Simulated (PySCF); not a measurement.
Species: BiH2(OEt), C2H7BiO.
Bonds: Bi1–O4, O4–C5, C5–C6. Hydrogens: H2, H3 on Bi1; H7, H8 on C5; H9, H10, H11 on C6.

Computed with PBE0-D3(BJ)/def2-SVP geometry optimisation, gas phase, def2 core potentials past Kr in PySCF.

(1) How far are the bound atoms from Bi1?

(2) List the angles at Bi1.

(3) What is the shape at Bi1?

(4) What are the other bond lengths?

(5) Give some angles away from the centre.

Answers

(1) 3 atoms: H2 1.800 Å, H3 1.813 Å, O4 2.113 Å. The nearest atom not counted as bound is C5, at 3.01 Å.

(2) 
| angle | degrees | distance of the outer atoms (Å) |
| --- | --- | --- |
| H3–Bi1–O4 | 94.7 | 2.90 |
| H2–Bi1–O4 | 91.7 | 2.82 |
| H2–Bi1–H3 | 90.1 | 2.56 |

(3) Pyramidal: angles 94.7°, 91.7° and 90.1°, sum 276.5°, 1.05 Å off the plane of its three neighbours. The Bi–H distances aren't all alike: 1.800 to 1.813 Å.

(4) O4–C5 1.397 Å; C5–C6 1.514 Å; C5–H7, C5–H8 1.113 Å; C6–H9, C6–H10, C6–H11 1.101 Å.

(5) Bi1–O4–C5 116.9°, O4–C5–C6 108.6°.

Charge 0, singlet. Whether it is a minimum is left open (no frequencies).

One conformer stands for the species.
